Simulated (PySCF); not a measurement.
# Reading the logs of faulty runs: AlBH4NO

Calculated results; nothing here was measured. The program is PySCF 2.14.0, an open-source quantum chemistry code, run on an isolated molecule that a program drew, which may never have been made. The molecule is AlBH4NO (charge 0, doublet), drawn as the SMILES string `OB[NH][AlH]`.

Each row is a Hartree-Fock (HF) and frozen-core CCSD(T) single point in the cc-pV(D+d)Z basis, meant for a local HF minimum. Run 1 is clean. Each other run has one planted mistake out of seven kinds, and not every kind appears here: one electron removed, one electron added, multiplicity raised by two, geometry at a saddle point, minimal basis STO-3G, one bond length entered in bohr, all coordinates scaled. The reference is restricted for singlets and unrestricted otherwise, and also for a bond in bohr. Adding or removing an electron swaps singlet and doublet. Electrons count all cores. HOMO and LUMO are orbital energies over both spins, the gradient is its largest component, and the lowest frequency (negative if imaginary) is given only where the gradient is small. Bond lengths are over the 7 bonds as drawn. T1 is the CCSD diagnostic: over 0.02 (restricted) or 0.045 (unrestricted) a single reference is doubtful.

Geometry of the clean run:
```xyz
8
AlBH4NO, angstrom
O     2.2230    0.0354    2.6719
B     1.8350   -0.9693    1.8404
N     0.6652   -0.9171    1.0151
Al   -0.5784    0.3633    0.8060
H     1.6606    0.7957    2.6766
H     2.5422   -1.9418    1.8257
H     0.5535   -1.7573    0.4751
H    -0.3577    1.6752    1.6831
```

| run | electrons | basis functions | <S^2> | HOMO (eV) | LUMO (eV) | gradient (hartree/bohr) | lowest frequency (cm^-1) | mean bond (Å) | longest bond (Å) | T1 | HF (hartree) | CCSD(T) (hartree) | mistake |
|---|---|---|---|---|---|---|---|---|---|---|---|---|---|
| 1 | 37 | 85 | 0.754 | -8.60 | 0.92 | 1.1e-05 | 171 | 1.3338 | 1.797 | 0.0157 | -398.34624 | -398.87724 | no fault |
| 2 | 37 | 85 | 0.753 | -8.55 | 0.98 | 1.5e-02 | - | 1.3138 | 1.770 | 0.0152 | -398.34437 | -398.87266 | all coordinates scaled |
| 3 | 37 | 85 | 3.761 | -5.34 | -1.72 | 7.3e-02 | - | 1.3338 | 1.797 | 0.0246 | -398.19306 | -398.69248 | multiplicity raised by two |
| 4 | 37 | 28 | 0.755 | -5.28 | 7.11 | 4.5e-02 | - | 1.3338 | 1.797 | 0.0183 | -393.35603 | -393.54607 | minimal basis STO-3G |
| 5 | 36 | 85 | 0.000 | -16.70 | -7.33 | 5.7e-02 | - | 1.3338 | 1.797 | 0.0189 | -398.05303 | -398.58436 | one electron removed |
| 6 | 38 | 85 | 0.000 | -0.47 | 6.68 | 5.2e-02 | - | 1.3338 | 1.797 | 0.0156 | -398.33601 | -398.90008 | ? |

**Which mistake was planted in run 6, and what did it cost?**

It counts 38 electrons, one more than the clean run, at the same geometry and basis. So the mistake is: one electron added. Subtracting run 1 and multiplying by 627.51 kcal/mol a hartree, the energy moved by 6.4 kcal/mol in HF and -14.3 kcal/mol in CCSD(T).

